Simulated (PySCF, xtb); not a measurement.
SeF₂, SMILES F[Se]F.

xtb 6.7.1 with GFN2-xTB at its own geometry gives an orbital gap of 2.67 eV and a dipole moment of 2.48 D.

Geometry optimised at ωB97X-D3(BJ)/def2-TZVP.

Question: What does M06-2X/def2-TZVPD run with PySCF give? (Estimate from the structure and the level; the computed values follow.)

Answer: gap 7.12 eV (levels -8.57 and -1.45 eV), dipole 1.99 D.
